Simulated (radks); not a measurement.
Ionisation of neutral chlorine, [Ne] 3s2 3p5, to [Ne] 3s2 3p4 as the strength of local exchange is varied. All-electron calculation, scalar-relativistic Kohn-Sham, Slater X-alpha exchange (alpha = 2/3 is LDA exchange), no correlation, spin-polarised, spherical densities, finite nucleus; open shells are filled with parallel spins first; Fermi nuclear charge, rms radius 3.3654 fm. Program: a radial shooting solver on a logarithmic mesh with Libxc functionals.

alpha  E(Cl) (hartree)  exchange (hartree)  IE (eV)  -e of the level emptied (eV)  <r> of it (bohr)
0.578       -455.43752           -21.84859   10.739                    6.025 (3p)             1.932
0.588       -455.81576           -22.24274   10.845                    6.121 (3p)             1.927
0.667       -458.81349           -25.37563   11.700                    6.906 (3p)             1.887
0.952       -469.77001           -36.95910   15.048                   10.048 (3p)             1.762
0.969       -470.43056           -37.66392   15.261                   10.251 (3p)             1.756

NIST Atomic Spectra Database: 12.968 eV (measured). The Delta-SCF value meets it near alpha = 0.77. Open shells are spherical and high-spin; term and fine-structure splittings are not resolved.
